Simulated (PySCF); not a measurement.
EPR parameters of C6H9SSi

C₆H₉SSi (doublet state).
Z-matrix (Å and degrees, GFN2-xTB geometry), rows numbered from 1:
```
Si
S   1  2.1530
C   2  1.7581  1   98.95
C   3  1.5475  2  130.56  1    69.02
C   4  1.4598  3   88.76  2  -125.01
C   5  1.5014  4   90.63  3   -23.43
C   6  1.5406  3   88.03  2  -132.98
C   3  1.4912  2  134.06  1   154.39
H   1  1.4575  2  108.04  3    59.01
H   1  1.4507  2  102.32  3   179.00
H   1  1.4575  2  107.81  3   -60.96
H   4  1.0762  3  128.62  8  -107.45
H   5  1.0731  4  125.03  3   112.90
H   6  1.0834  3  126.41  2    -4.78
H   7  1.0899  6  116.06  3  -139.32
H   7  1.0874  6  113.00  3    91.36
H   8  1.0767  3  127.50  4   109.38
```

The hyperfine couplings belong to this conformer and change with its torsions.

As a line formula: `[SiH3]S[C@]12[C@@H]3[CH][C@H]1C[C@@H]32` [radical].

Theory: UKS B3LYP, pcH-1 on C H S Si, non-relativistic, mean-field spin-orbit, GIAO (PySCF 2.14.0). Isolated species at its GFN2-xTB geometry (one conformer only). Couplings are sensitive to structure, and on GFN2-xTB geometries they can be far from those on DFT ones. The SCF solution wasn't tested for stability.

```json
{
  "g1, g2, g3": "2.00086, 2.00248, 2.00288",
  "g_iso": "2.00207",
  "Form of g": "rhombic: the two nearest values differ by 20 % of g3 − g1",
  "⟨S²⟩": "0.7544 (exact 0.7500)",
  "HOMO–LUMO gap, α and β orbitals": "4.75, 5.15 eV"
}
```

Hyperfine couplings atom by atom, in G; T1 to T3 are the principal values of the dipolar part (MHz turned into gauss with g_iso; 10 G = 1 mT):

| atom | isotope | a_iso | of which spin–orbit | T1 | T2 | T3 | Mulliken spin population |
| --- | --- | --- | --- | --- | --- | --- | --- |
| Si1 | 29Si | -1.7 | 0.0 | -0.7 | 0.2 | 0.5 | 0.01 |
| S2 | 33S | -0.2 | 0.0 | -1.5 | -1.1 | 2.7 | 0.03 |
| C3 | 13C | 53.4 | 0.0 | -4.7 | -3.9 | 8.6 | 0.12 |
| C4 | 13C | -6.5 | 0.0 | -1.7 | -0.7 | 2.4 | -0.06 |
| C5 | 13C | 51.1 | 0.0 | -26.3 | -25.9 | 52.2 | 0.93 |
| C6 | 13C | -6.4 | 0.0 | -0.9 | -0.6 | 1.6 | -0.05 |
| C7 | 13C | 6.1 | 0.0 | -1.1 | -0.6 | 1.7 | 0.02 |
| C8 | 13C | 10.0 | 0.0 | -1.5 | -0.9 | 2.4 | 0.02 |
| H9 | 1H | 0.5 | 0.0 | -0.6 | -0.5 | 1.0 | 0.00 |
| H10 | 1H | 0.0 | 0.0 | -0.3 | -0.2 | 0.5 | 0.00 |
| H11 | 1H | 1.2 | 0.0 | -0.6 | -0.5 | 1.0 | 0.00 |
| H12 | 1H | -0.6 | 0.0 | -1.8 | -0.8 | 2.6 | 0.00 |
| H13 | 1H | -13.3 | 0.0 | -12.5 | -0.2 | 12.7 | -0.03 |
| H14 | 1H | 1.2 | 0.0 | -1.6 | -1.1 | 2.7 | 0.00 |
| H15 | 1H | -0.2 | 0.0 | -1.8 | -0.7 | 2.5 | 0.00 |
| H16 | 1H | -0.5 | 0.0 | -0.9 | -0.6 | 1.5 | 0.00 |
| H17 | 1H | 1.5 | 0.0 | -1.0 | -0.6 | 1.5 | 0.00 |

The Mulliken spin populations are largest on C5 (+0.93) and C3 (+0.12). C5 is the only atom above +0.15. The angles at C5 add up to 341.5°, so it is pyramidal.

Under fast tumbling the dipolar parts average out, and these isotropic splittings remain: 1 × 1H (H13, I = 1/2, 2 lines) with 1.33 mT, 1 × 1H (H17, I = 1/2, 2 lines) with 0.15 mT, 1 × 1H (H14, I = 1/2, 2 lines) with 0.12 mT, 1 × 1H (H12, I = 1/2, 2 lines) with 0.06 mT, 3 × 1H (H9/H10/H11, I = 1/2, 4 lines) with 0.05 mT and 1 × 1H (H16, I = 1/2, 2 lines) with 0.05 mT.

Nuclei that the bonding pattern makes equivalent are averaged, as if the motion that swaps them (rotation, inversion, ring flip) were fast.

The 13C coupling of C3 (149.7 MHz) shows only in satellite lines or after enrichment, since that isotope makes up about 1.07 % of natural carbon.

Examples of negative spin density at the nucleus (bohr⁻³): C4 (-0.0162), C6 (-0.0161) and H13 (-0.0083).
